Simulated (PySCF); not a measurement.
TDDFT excited states: C6H5F3

Compound: C6H5F3.
SMILES: `C#C[C@H](C)C(F)=C(F)F`

Computed, not measured: TDDFT B3LYP/def2-SVPD, vertical, gas phase, core orbitals frozen in the response in PySCF 2.14.0, density-fitted response routines. One conformer (not necessarily the lowest) at the PBE0-D3(BJ)/def2-SVP geometry, without solvent, vibrations or thermal averaging. Torsions of this conformer, `[CH:1]#[C:2][C@H:3]([CH3:4])[C:5]([F:6])=[C:7]([F:8])[F:9]`: C2–C3–C5–F6 -132°.

Problem. What does the calculation give for the low-lying excited states?

Solution. 

```json
{"state": "S1", "E (eV)": "6.34", "ν̃ (cm⁻¹)": "51130", "f": "0.016", "|μ| (D)": "0.82", "main configurations (H = HOMO, L = LUMO)": "H→L+1 (43%), H→L (39%)"}
{"state": "S2", "E (eV)": "6.42", "ν̃ (cm⁻¹)": "51750", "f": "0.012", "|μ| (D)": "0.69", "main configurations (H = HOMO, L = LUMO)": "H→L+2 (48%), H→L+1 (16%), H→L+4 (8%)"}
{"state": "S3", "E (eV)": "6.49", "ν̃ (cm⁻¹)": "52340", "f": "0.0042", "|μ| (D)": "0.41", "main configurations (H = HOMO, L = LUMO)": "H→L+2 (31%), H-1→L (30%), H→L+1 (15%)"}
{"state": "S4", "E (eV)": "6.60", "ν̃ (cm⁻¹)": "53230", "f": "0.023", "|μ| (D)": "0.96", "main configurations (H = HOMO, L = LUMO)": "H-1→L+2 (32%), H-1→L+1 (21%), H→L (10%)"}
{"state": "S5", "E (eV)": "6.75", "ν̃ (cm⁻¹)": "54460", "f": "0.0093", "|μ| (D)": "0.60", "main configurations (H = HOMO, L = LUMO)": "H-2→L+2 (23%), H-2→L (18%), H→L+4 (17%)"}
{"state": "S6", "E (eV)": "6.87", "ν̃ (cm⁻¹)": "55410", "f": "0.031", "|μ| (D)": "1.10", "main configurations (H = HOMO, L = LUMO)": "H-1→L (15%), H→L (13%), H→L+4 (12%)"}
```

The lowest singlet comes at 196 nm (612 kJ/mol) in the vacuum ultraviolet; it is weak; its leading configuration is HOMO→LUMO+1 (43%). The strongest level in the table is S6 at 6.87 eV (180 nm, f = 0.031). It is the last of those listed, so stronger ones may follow. Löwdin shares by element: HOMO carbon 54% or more, fluorine 22% or more (atoms not listed hold the other 24%); LUMO carbon 56% or more (atoms not listed hold the other 44%). Weighted by f, the mean energy of these states is 6.63 eV. Orbital energies (eV): HOMO-3 -10.56, HOMO-2 -8.00, HOMO-1 -7.88, HOMO -7.12, LUMO -0.09, LUMO+1 0.23, LUMO+2 0.40. The listed states span 0.53 eV, and the widest gap between neighbours is 0.15 eV (S4 to S5). The window holds the lowest 6 singlets.

The run took 45 s of wall time on one thread of an Intel Xeon Platinum 8488C, no GPU, shared host with 192 logical CPUs at a one-minute load of 29, and the process peaked at 0.95 GiB of memory.
